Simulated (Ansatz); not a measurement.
`[SiH3]S[SiH]1CO1` + `[OH][Mg][O][SiH3]` → `[SiH3][O][Mg][O][SiH3]` + `S[SiH]1CO1`  (ligand exchange at the Si–S bond)

Isolated molecules relaxed with PBE0-D4/def2-TZVP in Ansatz; ΔE leaves out vibrations. CCSD(T)/CBS is the MP2 limit (def2-TZVPP, def2-QZVPP) plus CCSD(T) − MP2 in def2-TZVPP, frozen cores. Functionals use def2-TZVPP. For Mg outer-core shells are correlated without core-valence functions, which leaves a few kJ/mol of doubt a bond. Each species was taken in one conformer, which may not be the lowest.

```csv
level,ΔE (kJ/mol)
PBE,-48.2
SCS-MP2/def2-QZVPP,-66.0
```

(1) What does CCSD(T)/CBS give? (An estimate is asked.)

Largest T1 diagnostic among the species: 0.013.

## Answers

(1) The calculation gave: -62.6 kJ/mol. The listed levels differ from it by 14.4, -3.4 kJ/mol.

In def2-TZVPP, CCSD(T) changes the Hartree–Fock value by +18.5 kJ/mol (the triples alone add +3.6 kJ/mol) and MP2 by +23.3 kJ/mol. From PBE to PBE0 (25 % exact exchange), in def2-TZVPP and without D4, ΔE moves by −3.9 kJ/mol. The D4 term adds +6.8 kJ/mol with B3LYP and +3.7 kJ/mol with PBE0; it sums over pairs of atoms, weighted by their polarisabilities, and B3LYP, whose exchange is more repulsive, gets the larger term.

B3LYP here is the variant with VWN-RPA as its local correlation; programs differ in this.
